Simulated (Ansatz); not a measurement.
`C[NH][GeH2][Cl]` + HI → `[Cl][GeH2][I]` + CH₃NH₂ at 400 K and 1 bar (ligand exchange at a Ge–N bond).

Calculated with Ansatz (gas phase, PBE0-D4/def2-TZVP geometries, no zero-point term in ΔE). CBS: MP2 limit from def2 TZ/QZ plus the TZ coupled-cluster correction, frozen cores. def2 core potentials past Kr. For Ge, I outer-core shells are correlated without core-valence functions, which leaves a few kJ/mol of doubt a bond. Scalar relativity is left out up to krypton. One conformer a species, not always the lowest.

```tsv
species	CCSD(T)/CBS energy (Eh)	H − E (kJ/mol)	S (J/(mol·K))
`C[NH][GeH2][Cl]`	-2632.29815	219.2	373.8
HI	-298.03592	25.7	215.0
`[Cl][GeH2][I]`	-2834.60434	69.9	348.3
CH₃NH₂	-95.75281	185.4	256.0
```

H − E and S are ideal-gas, rigid-rotor, harmonic terms from PBE0-D4/def2-TZVP, for one conformer and one mirror image of each species. 1 Eh = 2625.50 kJ/mol, R = 8.31446 J/(mol·K).

Problem. By hand: ΔE, ΔH, ΔS and ΔG.

Solution. ΔE = (-2834.60434) + (-95.75281) − (-2632.29815) − (-298.03592) = -0.02308 Eh = -60.6 kJ/mol. Δ(H − E) = 69.9 + 185.4 − 219.2 − 25.7 = 10.4, so ΔH = -50.2 kJ/mol. ΔS = 348.3 + 256.0 − 373.8 − 215.0 = 15.5 J/(mol·K). ΔG = -50.2 − 400 × (15.5)/1000 = -56.4 kJ/mol.

Problem. By hand: the equilibrium constant, and the temperature at which ΔG would vanish if ΔH and ΔS stayed fixed.

Solution. log₁₀ K = −ΔG/(RT ln 10) = 7.4. ΔH and −TΔS have one sign here, so there is no such temperature.

ΔH outweighs TΔS. A doubt of 5 kJ/mol in ΔE shifts log₁₀ K by 0.7 here. Other conformers and mirror images would add mixing entropy, several J/(mol·K) or more a flexible species. These are equilibria of isolated gas molecules and say nothing of rates. Largest T1 diagnostic: 0.010 (customary marks: 0.02 for closed shells, 0.045 for open ones).
